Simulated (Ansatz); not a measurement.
Geometry optimisation, RHF/def2-SVP in Ansatz.

Input:

```yaml
crystal:
  periodic: [false, false, false]
  atoms:
    - { symbol: B, position_ang: [-0.127952, -0.363413, -0.068296] }
    - { symbol: Cl, position_ang: [0.026589, -0.706187, 1.727769] }
    - { symbol: O, position_ang: [0.945559, -0.378286, -0.836834] }
    - { symbol: H, position_ang: [1.772862, -0.466645, -0.38842] }
    - { symbol: Cl, position_ang: [-1.733062, -0.237314, -0.761494] }
    - { symbol: F, position_ang: [0.058157, 2.06107, 0.624426] }
    - { symbol: H, position_ang: [-0.170955, 1.846775, 1.478648] }
basis:
  gaussian: { orbitals: def2-SVP }
hamiltonian:
  xc: hf
relax:
  f_tol: 0.03
  max_steps: 50
```

Run as:

```bash
$ ansatz run input.yaml --threads 1 --pin off --max-ram 2048MiB --backend cpu --events-out ev --progress --plain --runs-dir out
```

Where does it end, and by what steps?

The forces met the threshold. After 10 steps the energy has fallen by 0.080 eV; F6 moved furthest, 0.37 Å.

```csv
step,energy less start (eV),largest force component (eV/Å),accepted
0,0.0000,0.696,yes
1,-0.0473,0.578,yes
2,-0.0660,0.845,yes
3,-0.0706,0.652,yes
4,-0.0739,0.463,yes
5,-0.0778,0.113,yes
6,-0.0788,0.099,yes
7,-0.0792,0.106,yes
8,-0.0795,0.064,yes
9,-0.0797,0.047,yes
10,-0.0798,0.029,yes
```

```xyz
7
Properties=species:S:1:pos:R:3
B -0.144 -0.522 -0.116
Cl -0.007 -0.722 1.655
O 0.934 -0.481 -0.881
H 1.763 -0.503 -0.426
Cl -1.740 -0.440 -0.844
F 0.113 2.388 0.799
H -0.147 2.036 1.589
```

The run took 21 s on 1 thread of Arm Neoverse V1, with other jobs on the host, peak memory 0.17 GiB.
